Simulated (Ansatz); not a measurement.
Species: C2H6BrGa, charge 0, multiplicity 1. SMILES: [CH3][Ga]([Br])[CH3]
Coordinates optimised at B3LYP-D3(BJ)/def2-TZVP (Ansatz, a program for electronic structure):
```xyz
10

C      1.7844    -0.4580    -1.5414
Ga     0.0038    -0.0737    -0.7940
C     -1.7694     0.1651    -1.6161
Br    -0.0073     0.1427     1.5379
H      1.7591    -0.5533    -2.6265
H      2.4716     0.3433    -1.2660
H      2.1655    -1.3834    -1.1072
H     -1.7337     0.0592    -2.6999
H     -2.4598    -0.5724    -1.2045
H     -2.1537     1.1543    -1.3632
```
Charge 0, spin multiplicity 1.

Quantity: atomisation energy (electronic, to ground-state atoms), in eV. Valence correlation only, unless marked. Open shells are spin-unrestricted. Spin-orbit coupling is left out. The frozen core is the preceding noble-gas configuration, with the filled d and f shells of earlier blocks. Non-relativistic. The coupled-cluster limit lacks core correlation, which all-electron functionals hold. CBS(X,Y): correlation extrapolated as X^-3; Hartree-Fock from the larger set.

| level | program | atomisation energy (eV) |
|---|---|---|
| BLYP-D3(BJ)/def2-TZVPD | Ansatz + dftd3 | 35.01 |
| revPBE-D3(BJ)/def2-TZVPD | Ansatz + dftd3 | 35.01 |
| PBE0/def2-TZVP | Ansatz | 35.44 |
| CCSD/aug-cc-pVQZ | Ansatz | … |
| CCSD/cc-pVQZ | Ansatz | … |
| CCSD(T)/CBS(aug-cc-pVTZ,aug-cc-pVQZ) | Ansatz | … |

**Question.** Some entries are withheld; supply them.

**Answer.** 
- CCSD/aug-cc-pVQZ, atomisation energy (eV): 34.81
- CCSD/cc-pVQZ, atomisation energy (eV): 34.75
- CCSD(T)/CBS(aug-cc-pVTZ,aug-cc-pVQZ), atomisation energy (eV): 35.51
